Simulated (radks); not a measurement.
All-electron atom: Co in [Ar] 3d6.5 4s2 5s0.5 (fractional occupations, a model configuration). Calculated with a radial shooting solver on a logarithmic mesh with Libxc functionals: Dirac Kohn-Sham, LDA (Slater exchange, Perdew-Wang correlation), spin-unpolarised, spherical densities, point nucleus; open shells fill j = l - 1/2 first.

Normalised radial functions P(r) = r R(r) (large component), r in bohr:

```
   r/bohr * 3d5/2, o 5s1/2 (the largest magnitude, 0.971, reaches the edge; | marks zero, & curves that meet)
  0.00468                             &
 0.006394                             &
 0.008666                             &
  0.01174                             *o
  0.01604                             *o
  0.02174                             *o
  0.02947                             *o
  0.04026                             *o
  0.05456                             o*
  0.07454                             o*
    0.101                            o| *
   0.1369                            o|    *
    0.187                            o|       *
   0.2535                            o|            *
   0.3436                             |o                 *
   0.4694                             | o                      *
   0.6361                             | o                        *
    0.869                             |o                       *
    1.178                           o |                    *
    1.596                         o   |             *
    2.181                         o   |       *
    2.955                           o |   *
    4.037                             |* o
    5.472                             *       o
    7.416                             *         o
    10.13                             *        o
    13.73                             *    o
    18.61                             * o
    25.42                             &
```

3d5/2: eigenvalue -13.524 eV, 0 radial nodes, <r> = 1.02 bohr, 90 % of the charge inside 1.78 bohr. 5s1/2: eigenvalue -1.077 eV, 4 radial nodes at r = 0.0729, 0.305, 0.941, 3.31 bohr, <r> = 9.15 bohr, 90 % of the charge inside 13.4 bohr.
